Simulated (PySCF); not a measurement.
Computed IR spectrum (relative IR intensity) of a molecule C2H3Cl2FSi. Coordinates come from a PBE-D3(BJ)/def2-SVP optimisation. Other conformers were not sampled. Computed with PBE-D3(BJ)/def2-SVP run with PySCF. Frequencies are harmonic and unscaled.

Lines under 2 % of the strongest are left out, and lines within 2 cm⁻¹ are merged.

ν (cm⁻¹): 298 (vw), 434 (w), 532 (m), 566 (w), 595 (m), 797 (w), 830 (vs), 889 (m), 904 (m), 1128 (s), 1218 (w), 1606 (w), 2198 (m), 2212 (m), 3132 (vw) (against the strongest line: vs over 80 %, s over 45 %, m over 15 %, w over 4 %, vw less)

Question: Identify the compound among the candidates.
(A) F/C=C(/Cl)[SiH2]Cl
(B) FC([SiH3])=C(Cl)Cl
(C) F/C(=C/Cl)[SiH2]Cl
(D) F/C=C\[SiH](Cl)Cl

Answer: C, F/C(=C/Cl)[SiH2]Cl
